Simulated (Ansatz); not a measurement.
Consider the substitution at a C–In bond: `F[CH](F)[InH2]` + `OC(F)CF` → `FCC(F)OC(F)F` + `[InH3]`.

Gas-phase electronic energies from Ansatz, PBE0-D4/def2-TZVP geometries. CBS: MP2 limit from def2 TZ/QZ plus the TZ coupled-cluster correction, frozen cores. DFT in def2-TZVPP. B3LYP here is the variant with VWN-RPA as its local correlation; programs differ in this. Elements past krypton have def2 core potentials. For In outer-core shells are correlated without core-valence functions, which leaves a few kJ/mol of doubt a bond. One conformer a species, not always the lowest.

Q: Is it downhill or uphill in electronic energy at CCSD(T)/CBS, and by how much? (Best estimate.)

A: Ansatz gave: Downhill: ΔE = -3.2 kcal/mol.

Q: What do these levels give: B3LYP-D4, PBE, B3LYP, HF/def2-TZVPP, CCSD/def2-TZVPP, MP2/def2-QZVPP? (Estimate.)

A: Computed: B3LYP-D4 -3.3, PBE -1.5, B3LYP -2.8, HF/def2-TZVPP -10.8, CCSD/def2-TZVPP -5.8, MP2/def2-QZVPP -3.2 kcal/mol.

Largest T1 diagnostic among the species: 0.014.

In def2-TZVPP, CCSD(T) changes the Hartree–Fock value by +5.4 kcal/mol (the triples alone add +0.5 kcal/mol) and MP2 by +6.3 kcal/mol. From PBE to PBE0 (25 % exact exchange), in def2-TZVPP and without D4, ΔE moves by −2.8 kcal/mol.
